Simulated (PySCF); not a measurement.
CsS⁻: energy against distance

Set-up: basis Cs def2-SVPD with ECP46, S def2-SVPD; scalar-relativistic core potentials; PySCF 2.14. Energies in eV from Cs + S⁻ in their ground configurations at the same level. State: ¹Σ⁺ (singlet), closed shell.

All columns are ωB97X. A positive dipole points towards S; it is taken about the centre of mass and depends on that origin.

```
R (Å)  E (eV)   μ (D)  Mulliken charge on Cs (basis-dependent)  HOMO (eV)  LUMO (eV)  Mayer bond order  ⟨S²⟩
2.553  -0.420  -12.78                                     0.52      -1.02       1.79              0.89  0.00
2.672  -0.826  -14.35                                     0.53      -1.11       1.79              0.89  0.00
2.791  -1.051  -15.65                                     0.53      -1.17       1.78              0.90  0.00
2.880  -1.131  -16.47                                     0.52      -1.20       1.78              0.91  0.00
2.969  -1.158  -17.19                                     0.52      -1.22       1.78              0.92  0.00
3.058  -1.141  -17.83                                     0.51      -1.23       1.78              0.93  0.00
3.177  -1.072  -18.53                                     0.49      -1.23       1.78              0.95  0.00
3.325  -0.937  -19.22                                     0.47      -1.23       1.77              0.96  0.00
3.503  -0.736  -19.74                                     0.44      -1.22       1.74              0.98  0.00
3.741  -0.446  -20.07                                     0.39      -1.21       1.68              1.00  0.00
```

A fit through these points gives, at Re = 2.975 Å, μ = -17.24 D and dμ/dR = -7.60 D/Å; the reduced mass is 25.77 u.

Question: How strong is the fundamental in the double-harmonic approximation, I = 42.26·(dμ/dR)²/μred km/mol?

Answer: I = 42.26·(-7.60)²/25.77 = 94.7 km/mol at ωB97X.

Spin–orbit coupling is left out, which matters for elements this heavy, above all for dissociation energies. For an ion De counts to the pair picked by the measured ionisation energies or electron affinities, which need not be the lowest pair at this level.
